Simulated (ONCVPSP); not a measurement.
# As (Z = 33), ONCV: configuration errors across variants

```
Element                 : arsenic
Generator               : ONCVPSP 4.0.1
Type                    : optimised norm-conserving Vanderbilt (ONCV)
Functional              : BLYP
Relativity              : scalar-relativistic
Frozen core             : [Ar]
Valence charge          : 15
Reference configuration : 3d10 4s2 4p3
Partial waves           : 4s: rc 1.60 bohr, ncon 5, nbas 9, qcut 4 1/bohr, 2 projectors, debl 1.6 Ha; 4p: rc 1.60 bohr, ncon 4, nbas 7, qcut 4.8 1/bohr, 2 projectors, debl 2.1 Ha; 3d: rc 0.65 bohr, ncon 5, nbas 10, qcut 19.1 1/bohr, 3 projectors, debl 3.2 Ha
Local potential         : polynomial inside 0.45 bohr (lpopt 5, dvloc0 0 Ha)
Core correction         : Teter function, fcfact 5.25, rcfact 1.55
```

All-electron excitation energies from the reference (eV): (1) 3d10 4s2 4p2 9.031; (2) 3d10 4s2 4p1 26.887; (3) 3d10 4s2 4p0 54.640; (4) 3d10 4s1 4p0 105.477.

A true bound ghost makes a file unfit for plane-wave use even where its test errors are small: the radial tests pick states by their node count and pass the ghost by.

Errors AE − PS in meV (a dash: test not solved or not reliable):

| change | (1) | (2) | (3) | (4) | bound ghosts | GHOST(+) flags above zero |
| --- | --- | --- | --- | --- | --- | --- |
| base | -1.3 | -4.5 | -12 | -54 | s, p, d | s |
| all radii but the core radius scaled by about 0.81 (s 1.30, p 1.30, d 0.52 bohr); local potential polynomial inside 0.36 bohr (lpopt 5, dvloc0 0 Ha) | -1.1 | -4.1 | -12 | -55 | s, p, d | s, p |
| all radii but the core radius scaled by about 0.90 (s 1.44, p 1.44, d 0.58 bohr); local potential polynomial inside 0.40 bohr (lpopt 5, dvloc0 0 Ha) | – | – | – | – | s, p, d | s, p, d |
| all radii but the core radius scaled by about 1.06 (s 1.70, p 1.70, d 0.68 bohr); local potential polynomial inside 0.48 bohr (lpopt 5, dvloc0 0 Ha) | -1.3 | -4.5 | -12 | -52 | s, p, d | d |
| all radii but the core radius scaled by about 1.24 (s 1.98, p 1.98, d 0.80 bohr); local potential polynomial inside 0.56 bohr (lpopt 5, dvloc0 0 Ha) | -1.4 | -4.4 | -11 | -63 | s, p | none |
| all radii but the core radius scaled by about 1.31 (s 2.10, p 2.10, d 0.86 bohr); local potential polynomial inside 0.60 bohr (lpopt 5, dvloc0 0 Ha) | -1.5 | -4.8 | -12 | -75 | s, p | none |

Q: Give the same row for: all radii but the core radius scaled by about 1.15 (s 1.84, p 1.84, d 0.74 bohr); local potential polynomial inside 0.52 bohr (lpopt 5, dvloc0 0 Ha).

A: -1.3, -4.1, -9.8, -51; bound ghosts: s, p; GHOST(+) flags above zero: none.
